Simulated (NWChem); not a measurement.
# diselenium (Se₂, triplet); SMILES [Se]=[Se]

```xyz
2

Se     0.0000     0.0000     1.0839
Se     0.0000     0.0000    -1.0839
```
Atoms are numbered in this order, from 1.

All runs: NWChem. Spin-unrestricted. All runs use the structure optimised with PBE0/def2-SVP, spin-unrestricted. No stability test was run on the SCF state. Vertical excitations in the gas phase; the lowest state need not have the same character in each row. Excited states of an open shell can be spin-contaminated.

| level | lowest excitation (eV) | lowest empty minus highest occupied level, either spin (eV) |
|---|---|---|
| PBE/def2-SVPD, TDA | 2.83 | 1.07 |
| B3LYP/def2-SVPD, TDA | 2.63 | 2.52 |
| LRC-wPBEh/def2-SVPD, TDA | 2.50 | 6.56 |
| LDA (Slater exchange, VWN5)/def2-SVPD, TDA | 2.86 | [?] |

**Question.** Fill in the missing entries.

**Answer.** 
- LDA (Slater exchange, VWN5)/def2-SVPD, TDA, lowest empty minus highest occupied level, either spin (eV): 0.86
